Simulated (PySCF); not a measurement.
This triplet is an excited state, 1.17 eV above the relaxed singlet at the level B3LYP-D3(BJ)/def2-TZVP (PySCF).

B3LYP has the VWN-RPA correlation part, as in Gaussian. 

Cartesian coordinates (Å):
SMILES: C[Si]C#N
```xyz
7

C     -1.1137     0.2594     0.1713
Si     0.4108    -0.4531     1.0299
C      1.9566    -0.4792     0.0905
N      2.9742    -0.5194    -0.4682
H     -1.9705     0.2203     0.8424
H     -0.9231     1.2977    -0.1033
H     -1.3343    -0.3257    -0.7225
```
Charge 0, spin multiplicity 3.

Question: Predict the dipole moment, highest occupied spin orbital and total energy from B3LYP-D3(BJ)/def2-TZVP (PySCF).

Answer: 
- dipole moment = 4.48 D
- highest occupied spin orbital = -5.58 eV
- total energy = -11490.12 eV
